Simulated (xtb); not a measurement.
B₂H₆O₄Si, SMILES OB(O)[SiH2]B(O)O. All values are semi-empirical tight-binding results from xtb (GFN2-xTB unless named), good for trends rather than for accurate numbers. Geometry optimised at GFN2-xTB. This is a generated structure with no PubChem entry under its InChIKey; it may be hypothetical. Other conformers were not sampled.

Optimised geometry:

```xyz
13

B     -1.6121    -0.2086    -0.0174
O     -1.7282     1.0068    -0.6272
O     -2.7548    -0.9035     0.1767
Si     0.1378    -0.9331     0.5594
B      1.5805     0.2993    -0.0439
O      2.9295     0.1373     0.0310
O      1.1649     1.4662    -0.6137
H     -0.9044     1.4803    -0.7635
H     -3.5462    -0.4603    -0.1399
H      0.4163    -2.3102     0.0870
H      0.2405    -1.1307     2.0255
H      3.2522    -0.6698     0.4256
H      1.8785     2.0456    -0.8943
```

Computed properties:
```
Quantity                                        Result
--------------------------------------  --------------
orbital gap                                    3.49 eV
dipole moment                                   2.57 D
zero-point energy                        51.1 kcal/mol
G − E(el) at 298.15 K (modified RRHO)    29.5 kcal/mol
static polarisability (D4 model)            73.1 bohr³
solvation energy, GFN2-xTB/ALPB(water)  -13.1 kcal/mol
solvation energy, GFN2-xTB/ALPB(dmf)    -16.5 kcal/mol
```

Computed atomic charges and the Wiberg bond orders between heavy atoms:
charges (e) B1 0.35, O2 -0.50, O3 -0.47, Si4 0.30, B5 0.34, O6 -0.48, O7 -0.50, H8 0.30, H9 0.30, H10 -0.12, H11 -0.12, H12 0.30, H13 0.30. Bond orders B1–O2 1.19, B1–O3 1.22, B1–Si4 0.85, Si4–B5 0.86, B5–O6 1.19, B5–O7 1.18.
